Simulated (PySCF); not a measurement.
From one molecule to another.

First species: C2H7FO3Si2.
SMILES: `OC[C@@H]1O[Si@@H](F)O[SiH2]1`

Second species: C5H8O2Si.
Z-matrix (Å and degrees, GFN2-xTB geometry), rows numbered from 1:
```
C 
C   1  1.3290
C   2  1.5061  1  122.85
O   3  1.4077  2  112.51  1  -124.49
Si  4  1.6296  3  120.03  2   -50.21
C   5  1.8945  4  103.01  3    13.45
C   6  1.3307  5  125.83  4  -161.14
O   2  1.3618  1  118.45  3   176.96
H   1  1.0746  2  120.62  3  -178.77
H   1  1.0723  2  121.41  3    -0.09
H   3  1.0920  2  109.65  1    -5.10
H   3  1.0991  2  109.07  1   113.98
H   5  1.4626  4  110.58  3  -102.57
H   5  1.4561  4  105.10  3   131.83
H   7  1.0770  6  121.76  5  -179.82
H   7  1.0728  6  120.21  5    -0.68
```

Levels: wB97X-D/def2-SVPD for HOMO energy, LUMO energy, HOMO–LUMO gap and static isotropic polarisability; TDDFT wB97X-D/def2-SVPD for lowest singlet excitation; TDA wB97X-D/def2-SVPD for lowest triplet excitation (Tamm–Dancoff). Geometries: GFN2-xTB. All species are isolated and taken at one optimised geometry, non-relativistic unless stated; the electronic structure was computed with PySCF and density fitting.

Values for the first species:

| Quantity | Value |
| --- | --- |
| HOMO energy | -9.94 eV |
| LUMO energy | 1.35 eV |
| HOMO–LUMO gap | 11.29 eV |
| Lowest singlet excitation | 7.07 eV |
| Lowest triplet excitation (Tamm–Dancoff) | 6.68 eV |
| Static isotropic polarisability | 76.5 au |

Q: Estimate the same properties for the second species, and the change in each.

A: 
```
                                property     first    second  second less first
                             HOMO energy  -9.94 eV  -8.37 eV           +1.57 eV
                             LUMO energy   1.35 eV   1.20 eV           -0.15 eV
                           HOMO–LUMO gap  11.29 eV   9.57 eV           -1.72 eV
               lowest singlet excitation   7.07 eV   5.70 eV           -1.37 eV
lowest triplet excitation (Tamm–Dancoff)   6.68 eV   3.84 eV           -2.84 eV
         static isotropic polarisability   76.5 au   92.1 au           +15.6 au
```

On the first: The polarisability is 11.34 Å³ as a volume (1 au = 0.148185 Å³), or 0.96 au for each of the 80 electrons. S1 lies 4.22 eV below the HOMO–LUMO gap; its leading configuration is HOMO→LUMO, weight 0.71.

On the second: The 8 singlets span 5.70 to 7.41 eV, and their oscillator strengths add up to 0.71. No computed singlet falls in the visible range (750 to 380 nm, 1.65 to 3.26 eV); S1 lies 2.44 eV above its blue end.

One conformer stands for the species.
